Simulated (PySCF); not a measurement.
S: excitation energy

S [Ne] 3s2 3p4 (3P) → S [Ne] 3s1 3p4 3d1 (high-spin determinant), as a difference of total energies. All numbers are calculated (PySCF 2.14, the non-relativistic Hamiltonian (point nucleus), in aug-cc-pV(T+d)Z). Correlated levels: valence: [Ne] frozen. The calculations carry no spin-orbit coupling.

| method | excitation energy (cm⁻¹) |
| --- | --- |
| UHF | 147960 |
| MP2 (valence) | 152020 |
| SCS-MP2 (valence) | 153460 |
| CCSD (valence) | 148330 |
| CCSD(T) (valence) | 146880 |

The upper state lies above the first ionisation limit, where it may autoionise and the basis confines it.

The promoted electron is Rydberg-like, and one or two diffuse shells describe it only roughly, which tends to raise the upper state.

The coupled-cluster amplitudes are large for the upper state (T1 above 0.03 or a double amplitude above 0.15), so a single reference is strained.

The determinant of the upper state mixes LS terms, which raises its energy above the lowest term, most at the Hartree-Fock and MP2 levels.
